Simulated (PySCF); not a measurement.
**A series of derivatives of C[SiH2]C(F)Cl**

Parent skeleton `[CH3:1][SiH2:2][CH:3]([F:4])[Cl:5]`; one hydrogen on atom 1 is replaced by X. Hydrogens on one atom are averaged.

Method: shieldings: GIAO PBE0/pcSseg-1, geometry: GFN2-xTB, in PySCF 2.14.0 with density-fitted response routines (gas phase, single conformer, non-relativistic Hamiltonian).

References, each an isolated molecule treated in the same way: ¹³C (186.93 ppm), ²⁹Si (349.16 ppm), ¹H (31.72 ppm) against TMS; ¹⁹F (170.95 ppm) against CFCl3; ³⁵Cl (949.78 ppm) vs HCl.

Known members:
| X | C1 | Si2 | C3 | F4 | Cl5 | H(C1) | H(Si2) | H(C3) |
| --- | --- | --- | --- | --- | --- | --- | --- | --- |
| CH2SiH3 | 5.5 | -37.8 | 106.7 | -189.6 | 210.0 | 1.62 | 4.25 | 6.59 |
| F | 77.6 | -38.5 | 106.7 | -189.2 | 222.1 | 5.12 | 4.37 | 6.76 |
| nPr | 6.7 | -38.7 | 107.2 | -189.4 | 209.3 | 1.53 | 4.21 | 6.64 |
| cBu | 21.1 | -44.3 | 108.2 | -184.5 | 206.2 | 1.23 | 4.16 | 6.65 |
| CH2F | 16.5 | -36.5 | 107.6 | -185.6 | 219.7 | 1.24 | 4.47 | 6.51 |

Four more derivatives gave (δ, ppm):
```
compound    C1    Si2     C3      F4    Cl5  H(C1)  H(Si2)  H(C3)
       1   1.4  -34.2  105.7  -191.6  205.5   1.95    4.23   6.83
       2  18.3  -35.1  107.4  -187.1  217.9   1.41    4.48   6.38
       3  23.5  -40.1  106.8  -193.2  211.8   1.92    4.34   6.45
       4  10.0  -42.3  108.6  -184.5  210.2   1.29    4.26   6.66
```

Their substituents are CH2Cl, allyl, ethynyl, isopropenyl. Which is which?

Results:

1: X = ethynyl (C#CC[SiH2][C@@H](F)Cl); 2: X = CH2Cl (F[C@H](Cl)[SiH2]CCCl); 3: X = isopropenyl (C=C(C)C[SiH2][C@@H](F)Cl); 4: X = allyl (C=CCC[SiH2][C@@H](F)Cl).

Unscaled 19F shifts against computed CFCl3 carry errors that often reach 10 to 50 ppm.
